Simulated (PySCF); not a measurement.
# Two-component Hartree-Fock for Zn(3+) (zinc, charge +3)

Start: [Ar] 3d9; 3d3/2 filled at m_j = -3/2, -1/2, +1/2, +3/2; 3d5/2 filled at m_j = -3/2, -1/2, +1/2, +3/2, +5/2. Calculated with PySCF 2.14 in x2c-TZVPall-2c (6s7p4d1f, 54 functions): generalised Hartree-Fock with the X2C-1e Hamiltonian and a Gaussian nucleus; one run each with spin-orbit coupling (SO) switched off, then screened by Boettger's factors.

```json
{"spinor shell": "1s1/2", "electrons": "2", "ε, spin-free (eV)": "-9772.6", "ε, screened SO (eV)": "-9772.4", "weight of nominal j (screened SO)": "1.000", "rms radius, screened SO (bohr)": "0.0580"}
{"spinor shell": "2s1/2", "electrons": "2", "ε, spin-free (eV)": "-1276.6", "ε, screened SO (eV)": "-1276.5", "weight of nominal j (screened SO)": "1.000", "rms radius, screened SO (bohr)": "0.244"}
{"spinor shell": "2p1/2", "electrons": "2", "ε, spin-free (eV)": "-1107.9", "ε, screened SO (eV)": "-1124.7", "weight of nominal j (screened SO)": "0.999", "rms radius, screened SO (bohr)": "0.217"}
{"spinor shell": "3s1/2", "electrons": "2", "ε, spin-free (eV)": "-199.69", "ε, screened SO (eV)": "-199.67", "weight of nominal j (screened SO)": "1.000", "rms radius, screened SO (bohr)": "0.727"}
{"spinor shell": "3p1/2", "electrons": "2", "ε, spin-free (eV)": "-147.14", "ε, screened SO (eV)": "-150.63", "weight of nominal j (screened SO)": "0.951", "rms radius, screened SO (bohr)": "0.759"}
{"spinor shell": "3p3/2", "electrons": "4", "ε, spin-free (eV)": "-147.14", "ε, screened SO (eV)": "-145.42", "weight of nominal j (screened SO)": "0.976", "rms radius, screened SO (bohr)": "0.770"}
{"spinor shell": "3d3/2", "electrons": "4", "ε, spin-free (eV)": "-62.798", "ε, screened SO (eV)": "-63.530", "weight of nominal j (screened SO)": "0.831", "rms radius, screened SO (bohr)": "0.906"}
{"spinor shell": "3d5/2", "electrons": "5", "ε, spin-free (eV)": "-62.798", "ε, screened SO (eV)": "-62.222", "weight of nominal j (screened SO)": "0.865", "rms radius, screened SO (bohr)": "0.916"}
```

(1) Where does 2p3/2 lie, and what is the 2p spin-orbit splitting (screened SO)?

```tsv
quantity	spin-free	screened SO
E (hartree)	-1791.95705	-1792.01344
M_J	5/2	5/2
⟨J²⟩	8.753	8.753
⟨L²⟩	6.002	6.004
⟨S²⟩	0.751	0.752
```

Each row is a mean over spinors that exchange with the open shell spreads, by up to 8.040 eV (3p3/2).

Rows whose weight is well below 1 are mixtures of j = l ± 1/2: exchange outweighs spin-orbit coupling there, and the label is only the starting occupation.

Without spin-orbit coupling the j labels of p, d and f shells carry no meaning; the spin-free column gives the mean over the occupied spinors of each nl shell.

## Answers

(1) At -1099.8 eV, 24.854 eV above 2p1/2.
